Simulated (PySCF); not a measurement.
# Electron correlation in P (phosphorus, neutral)

[Ne] 3s1 3p3 3d1, high-spin 6D determinant (an excited configuration). Calculation: PySCF 2.14, in aug-cc-pV(T+d)Z (6s5p4d2f, 55 functions); the non-relativistic Hamiltonian (point nucleus). Frozen: [Ne]; 5 electrons correlated.

```csv
level,correlation energy (mhartree)
CCSD,-39.26
(T),-0.65
CCSD(T),-39.91
```

Diagnostics: T1 = 0.0031, D1 = 0.0057, largest double amplitude 0.030.

The outer electron is Rydberg-like, and this basis confines it to a smaller radius and binds it less than a complete one would.

Cost of the coupled-cluster step: of the order of 1.4 core-seconds, for 5 correlated electrons.

Iterations:

```
CC2 = 0
CCSD nocc = (np.int64(5), np.int64(0)), nmo = (50, 50)
frozen orbitals [[0, 1, 2, 3, 4], [0, 1, 2, 3, 4]]
max_cycle = 100
direct = 0
conv_tol = 1e-08
conv_tol_normt = 1e-06
diis_space = 8
diis_start_cycle = 0
Init t2, MP2 energy = -0.0294054629709412
Init E_corr(UCCSD) = -0.0294054629785867
cycle = 1  E_corr(UCCSD) = -0.0365729012810644  dE = -0.0071674383  norm(t1,t2) = 0.0333472
cycle = 2  E_corr(UCCSD) = -0.0384697545096787  dE = -0.00189685323  norm(t1,t2) = 0.0102108
cycle = 3  E_corr(UCCSD) = -0.0392744188545932  dE = -0.000804664345  norm(t1,t2) = 0.00350181
cycle = 4  E_corr(UCCSD) = -0.0392609374376479  dE = 1.34814169e-05  norm(t1,t2) = 0.000498625
cycle = 5  E_corr(UCCSD) = -0.0392620646925238  dE = -1.12725488e-06  norm(t1,t2) = 9.10687e-05
cycle = 6  E_corr(UCCSD) = -0.0392615968010301  dE = 4.67891494e-07  norm(t1,t2) = 1.36565e-05
cycle = 7  E_corr(UCCSD) = -0.0392618114203  dE = -2.1461927e-07  norm(t1,t2) = 1.99704e-06
cycle = 8  E_corr(UCCSD) = -0.0392617337072953  dE = 7.77130047e-08  norm(t1,t2) = 4.18362e-07
cycle = 9  E_corr(UCCSD) = -0.0392617453240486  dE = -1.16167533e-08  norm(t1,t2) = 1.17237e-07
cycle = 10  E_corr(UCCSD) = -0.039261753429288  dE = -8.10523935e-09  norm(t1,t2) = 5.64822e-08
UCCSD converged
E(UCCSD) = -340.3008759353417  E_corr = -0.03926175342928797
UCCSD(T) correction = -0.000649016484251676
```
